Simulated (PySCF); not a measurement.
Compound: C₆H₇NO.
Numbering: `[OH:1][NH:2][c:3]1[cH:4][cH:5][cH:6][cH:7][cH:8]1` (hydrogens: H9 on O1; H10 on N2; H11 on C4; H12 on C5; H13 on C6; H14 on C7; H15 on C8)

The same species was optimised twice, with GFN2-xTB and with PBE0-D3(BJ)/def2-SVP (PySCF), and the same property calculations (PySCF, gas phase) were run on both structures.

```tsv
coordinate	GFN2-xTB	PBE0-D3(BJ)/def2-SVP	change
O1–N2 (Å)	1.416	1.388	-0.028
C7–C8 (Å)	1.382	1.393	+0.011
C6–C7 (Å)	1.384	1.394	+0.010
C4–C5 (Å)	1.380	1.390	+0.010
C5–C6 (Å)	1.386	1.395	+0.009
C3–C4 (Å)	1.395	1.404	+0.009
C3–C8 (Å)	1.392	1.400	+0.008
N2–C3 (Å)	1.393	1.397	+0.004
O1–N2–C3 (°)	116.7	114.8	-1.9
C6–C7–C8 (°)	120.5	121.0	+0.5
C5–C6–C7 (°)	119.5	119.1	-0.4
C3–C8–C7 (°)	120.1	119.8	-0.3
C4–C5–C6 (°)	120.5	120.6	+0.1
C3–C4–C5 (°)	120.1	120.2	+0.1
N2–C3–C8 (°)	121.7	121.7	0.0
C4–C3–C8 (°)	119.3	119.4	+0.1
O1–N2–C3–C4 (°)	159	160	+1
```

Rotational constants: A = 5099, B = 1528, C = 1185 MHz (GFN2-xTB) against A = 5049, B = 1533, C = 1186 MHz (PBE0-D3(BJ)/def2-SVP). Point groups within 0.08 Å: C1 and C1. Atoms that the bonding makes alike are paired by their places after alignment.

On the GFN2-xTB structure: HOMO (eV) -6.06 [PBE0/pcSseg-1]; LUMO (eV) -0.11 [PBE0/pcSseg-1]; dipole (D) 1.00 [PBE0/pcSseg-1]; GIAO shielding of O1 (ppm) 217.8 [PBE0/pcSseg-1]; GIAO shielding of N2 (ppm) 95.3 [PBE0/pcSseg-1]; GIAO shielding of C3 (ppm) 31.5 [PBE0/pcSseg-1]; GIAO shielding of C4/C8 (mean) (ppm) 72.6 [PBE0/pcSseg-1]; GIAO shielding of C5/C7 (mean) (ppm) 52.2 [PBE0/pcSseg-1]; GIAO shielding of C6 (ppm) 62.5 [PBE0/pcSseg-1].

Problem. What do these properties become on the PBE0-D3(BJ)/def2-SVP structure?

Solution. 
```tsv
property	level	on GFN2-xTB	on PBE0-D3(BJ)/def2-SVP	change
HOMO (eV)	PBE0/pcSseg-1	-6.06	-6.07	-0.01
LUMO (eV)	PBE0/pcSseg-1	-0.11	-0.14	-0.03
dipole (D)	PBE0/pcSseg-1	1.00	1.25	+0.25
energy, GFN2-xTB geometry as zero (kcal/mol)	PBE0/pcSseg-1	0.0	-1.0	-1.0
GIAO shielding of O1 (ppm)	PBE0/pcSseg-1	217.8	233.1	+15.3
GIAO shielding of N2 (ppm)	PBE0/pcSseg-1	95.3	102.7	+7.4
GIAO shielding of C3 (ppm)	PBE0/pcSseg-1	31.5	29.4	-2.1
GIAO shielding of C4/C8 (mean) (ppm)	PBE0/pcSseg-1	72.6	69.7	-2.9
GIAO shielding of C5/C7 (mean) (ppm)	PBE0/pcSseg-1	52.2	49.7	-2.5
GIAO shielding of C6 (ppm)	PBE0/pcSseg-1	62.5	59.8	-2.7
```

The heavy atoms differ by 0.021 Å rms after alignment (one structure mirrored). Among bonds between heavy atoms O1–N2 changes most (-0.028 Å). Changes are differences of the printed values. Neither structure is proved a minimum here.

Conformer computed: `[OH:1][NH:2][c:3]1[cH:4][cH:5][cH:6][cH:7][cH:8]1`: O1–N2–C3–C4 160°, H–O1–N2–C3 116°.
